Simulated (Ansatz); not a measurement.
Relaxation of CH4NNaO (8 atoms, charge 0, multiplicity 1), to a largest force component of 0.015 eV/Å in at most 40 steps.

Level of theory: RKS PBE0/def2-SVPD in Ansatz 0.2.0.

```xyz
8
Properties=species:S:1:pos:R:3:forces:R:3
N -0.354 1.033 0.321 -0.35 0.26 0.28
C 0.530 0.119 -0.399 0.23 -0.62 -0.21
O 0.253 -1.195 -0.258 1.31 1.89 -0.92
Na -0.814 -2.448 0.515 -1.48 -1.68 1.07
H -0.796 1.665 -0.343 -0.06 0.06 0.30
H 0.196 1.589 0.970 -0.30 0.09 -0.01
H 1.550 0.352 -0.034 0.38 -0.01 -0.18
H 0.465 0.427 -1.460 0.27 0.01 -0.33
```

Where does it end, and by what steps?

The forces met the threshold. After 12 steps the energy has fallen by 0.642 eV; Na4 moved furthest, 0.98 Å. Joined: N1–Na4, C2–Na4.

| step | energy less start (eV) | largest force component (eV/Å) | accepted |
| --- | --- | --- | --- |
| 0 | 0.0000 | 1.892 | yes |
| 1 | -0.1624 | 0.951 | yes |
| 2 | -0.2371 | 0.386 | yes |
| 3 | -0.2639 | 0.276 | yes |
| 4 | -0.3197 | 0.533 | yes |
| 5 | -0.4200 | 0.505 | yes |
| 6 | -0.5312 | 0.445 | yes |
| 7 | -0.6244 | 0.232 | yes |
| 8 | -0.6130 | 0.554 | no |
| 9 | -0.6256 | 0.512 | yes |
| 10 | -0.6409 | 0.090 | yes |
| 11 | -0.6419 | 0.018 | yes |
| 12 | -0.6419 | 0.010 | yes |

```xyz
8
Properties=species:S:1:pos:R:3
N -0.413 0.704 0.353
C 0.678 0.056 -0.513
O 0.597 -1.272 -0.516
Na -1.048 -1.522 0.729
H -0.985 1.337 -0.200
H 0.000 1.272 1.089
H 1.644 0.449 -0.105
H 0.558 0.518 -1.526
```

Whether the end is a true minimum wasn't checked by a vibrational analysis.

The run took 27 s on 2 threads of Arm Neoverse V2 (shared host), peak memory 0.2 GiB.
